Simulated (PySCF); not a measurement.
Computed properties of Al(H)2(Et) (C2H7Al), SMILES C[CH2][AlH2]

C₂H₇Al, SMILES C[CH2][AlH2]. Geometry optimised at B3LYP-D3(BJ)/def2-SVP. Other conformers were not sampled. All values are computed for the isolated molecule unless a solvent is named; none is compared with measurement here.

**Structure.** The optimised structure has Cs symmetry. All 24 harmonic modes at B3LYP-D3(BJ)/def2-SVP (PySCF) are real, so it is a minimum. With heavy atoms numbered as in [AlH2:1][CH2:4][CH3:5], the shortest bond between them is C4–C5 at 1.536 Å and the longest Al1–C4 at 1.968 Å.

**Vibrations.** The strongest infrared lines (harmonic, unscaled, degenerate partners summed) lie at 802 cm⁻¹ (310 km/mol, H 92 %), 1914 cm⁻¹ (261 km/mol, H 96 %), 671 cm⁻¹ (206 km/mol, H 77 %, C 12 %, Al 11 %). The softest mode is at 65 cm⁻¹ and the zero-point energy is 48.1 kcal/mol.

**Electronic structure.** B3LYP/def2-TZVPD (PySCF) places the frontier levels at -7.35 and -1.54 eV, a gap of 5.81 eV, and gives a dipole moment of 0.72 D and a mean polarisability of 57.2 bohr³.

**Excitations.** TDDFT-M06-2X/def2-SVPD (PySCF) has S1 at 4.78 eV (260 nm, f = 0.001, dark); the most intense of the 10 singlets computed lies at 7.90 eV (f = 0.31). T1 (TDA) is at 4.46 eV. No vertical singlet excitation falls in the visible range (under 3.1 eV).

**NMR.** GIAO shifts at KT2/pcSseg-1 (PySCF) (non-relativistic, atoms alike by connectivity averaged): ¹³C from 14.3 to 15.4 ppm against TMS; ¹H from 0.9 to 6.0 ppm against TMS.
